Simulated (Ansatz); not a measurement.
Input and output for `CO[SiH2]SC`.

```yaml
crystal:
  periodic: [false, false, false]
  atoms:
    - {symbol: C, position_ang: [-1.458353, 0.763288, 1.352323]}
    - {symbol: O, position_ang: [-0.544066, 1.242139, 0.390507]}
    - {symbol: Si, position_ang: [1.019759, 0.752975, 0.322092]}
    - {symbol: S, position_ang: [1.233627, -1.331128, -0.005787]}
    - {symbol: C, position_ang: [0.502588, -1.445439, -1.666706]}
    - {symbol: H, position_ang: [-1.550720, -0.326977, 1.306581]}
    - {symbol: H, position_ang: [-1.152305, 1.044275, 2.366343]}
    - {symbol: H, position_ang: [-2.432348, 1.209717, 1.146496]}
    - {symbol: H, position_ang: [1.594771, 1.527685, -0.801510]}
    - {symbol: H, position_ang: [1.726423, 0.994330, 1.607778]}
    - {symbol: H, position_ang: [0.556310, -2.491527, -1.965809]}
    - {symbol: H, position_ang: [1.064961, -0.842865, -2.379678]}
    - {symbol: H, position_ang: [-0.540147, -1.131174, -1.657830]}
basis:
  gaussian: {orbitals: "6-31++G**"}
magnetization: {spin_polarized: true, initial_magnetization: 2}
hamiltonian: {xc: {name: B2PLYP}}
accuracy: high
output: {forces: true}
```

```sh
$ ansatz run in.yaml --threads 2 --pin off --events-out ev --progress --plain --max-ram 32768MiB --backend cpu
```

Shortened log:

```
Functional definition: B2PLYP
3303 factors; integrals over basis functions are off by at most 3.9e-9 eV
mean field evaluation 1: about -22933.4274 eV, gradient 4.2e1 eV
mean field evaluation 2: about -22933.4932 eV, gradient 4.2e1 eV
mean field evaluation 4: about -22939.7942 eV, gradient 1.9e1 eV
mean field evaluation 8: about -22941.7410 eV, gradient 6.6e-1 eV
mean field evaluation 16: about -22941.7735 eV, gradient 1.9e-2 eV
mean field evaluation 32: about -22941.7735 eV, gradient 3.1e-5 eV
mean field -22941.77351875 eV, -843.0946263214 hartree, gradient 4.8e-8 eV, S^2 2.007571; 6 other end points of the search recorded, 0 dependent functions left out
13 core orbitals not correlated: weight in the atoms' cores, before any rotation towards them, 1.000 or more for the frozen orbitals, at most 0.000 for the correlated occupied ones
reference -22941.77354755 eV, -843.0946273799 hartree; 17, 15 occupied and 121, 123 virtual orbitals, 3303 factors
second order -23.25362596 eV of doubles, -0.00000000 eV of singles
Total energy: -22948.05202656 eV, -843.3253572277 hartree
Atom 0 at    -1.458353     0.763288     1.352323 Å, force    -0.525683    -0.084874     0.540579 eV/Å
Atom 1 at    -0.544066     1.242139     0.390507 Å, force    -0.239326     0.182327    -0.230967 eV/Å
Atom 2 at     1.019759     0.752975     0.322092 Å, force     0.556115     1.640792     0.202195 eV/Å
Atom 3 at     1.233627    -1.331128    -0.005787 Å, force     1.434377    -1.262641     2.154068 eV/Å
Atom 4 at     0.502588    -1.445439    -1.666706 Å, force    -0.968654    -0.827719    -2.290507 eV/Å
Atom 5 at    -1.550720    -0.326977     1.306581 Å, force    -0.080508    -0.012526    -0.039410 eV/Å
Atom 6 at    -1.152305     1.044275     2.366343 Å, force     0.013233     0.011520    -0.036884 eV/Å
Atom 7 at    -2.432348     1.209717     1.146496 Å, force     0.057589    -0.058592    -0.001240 eV/Å
Atom 8 at     1.594771     1.527685    -0.801510 Å, force     0.258966    -0.107984     0.085173 eV/Å
Atom 9 at     1.726423     0.994330     1.607778 Å, force    -0.214466     0.032721    -0.151882 eV/Å
Atom 10 at     0.556310    -2.491527    -1.965809 Å, force     0.011324    -0.197517    -0.048826 eV/Å
Atom 11 at     1.064961    -0.842865    -2.379678 Å, force     0.124894     0.358971    -0.181068 eV/Å
Atom 12 at    -0.540147    -1.131174    -1.657830 Å, force    -0.427862     0.325520    -0.001232 eV/Å
Dipole moment:    -0.003893     0.250278     0.497824 e Å
```

It took 85 s on 2 threads of an AMD EPYC 7R13 on a shared host, with 1.3 GiB of host memory at the peak.
